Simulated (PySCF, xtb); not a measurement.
BBrH3N, SMILES NBBr.

The structure is a stationary point at B3LYP-D3(BJ)/def2-TZVP. Other conformers were not sampled.

Calculation: C-PCM-B3LYP/def2-SVP in PySCF.

The values are the electrostatic part of the solvation free energy, E(continuum) − E(gas) at the gas-phase geometry, in a cavity of scaled van der Waals radii (PySCF's table); cavitation and dispersion terms are not included. In vacuum the orbital gap is 7.61 eV. The dipole moment in vacuum is 2.98 D.

Q: Estimate the values in water (ε = 78.36), n-hexane (ε = 1.88), 2-propanol (ε = 19.26). (The exact figures need the calculation; the answer reports its results.)

A: 
```
solvent         ε  ΔG(elec) (kcal/mol)  dipole (D)  gap (eV)
----------  -----  -------------------  ----------  --------
water       78.36                 -4.3        3.80      7.77
n-hexane     1.88                 -1.9        3.32      7.71
2-propanol  19.26                 -4.1        3.76      7.77
```

For comparison, GFN2-xTB/ALPB(water) (xtb, at the GFN2-xTB geometry, all terms of that model) gives -5.1 kcal/mol.
